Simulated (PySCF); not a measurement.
CClNSi, SMILES `Cl[Si][N+]#[C-]` (lower singlet), neutral singlet in the gas phase. This singlet lies 2.19 eV below the relaxed triplet at the level frozen-core CCSD(T)/cc-pVTZ // PBE0-D3(BJ)/def2-TZVP (Ansatz).

Cartesian coordinates (Å):
SMILES: [Si](Cl)[N+]#[C-]
```xyz
4

C     -1.9143    -0.3765    -0.0752
N     -0.8017     0.0055    -0.0158
Si     0.6725     0.9568     0.1061
Cl     2.0434    -0.5859    -0.0152
```
Charge 0, multiplicity 1.

All levels are single points at this geometry (PBE0-D3(BJ)/def2-TZVP); Pople sets use spherical d functions. Orbital energies aren't observables, and empty levels follow the basis.

```tsv
level	HOMO (eV)	LUMO (eV)	gap (eV)	dipole (D)	vertical IE, Delta-SCF (eV)
PBE-D3(BJ)/def2-TZVP in PySCF	-6.97	-4.21	2.77	2.28	–
PBE0-D3(BJ)/def2-TZVP in PySCF	-8.12	-3.37	4.75	2.16	–
B3LYP/3-21G in PySCF	-7.88	-3.72	4.16	1.96	–
B3LYP/6-311+G** in PySCF	-8.04	-3.69	4.35	2.26	–
B3LYP/LANL2DZ in PySCF	-8.07	-3.98	4.09	2.21	–
M06-2X/6-31G* in PySCF	-9.11	-2.47	6.63	1.96	–
SVWN5/6-31G* in PySCF	-6.91	-4.33	2.58	1.89	10.02
HF/3-21G in PySCF	-10.68	-0.33	10.35	2.38	–
HF/6-31G* in PySCF	-10.54	-0.03	10.51	1.77	9.56
```
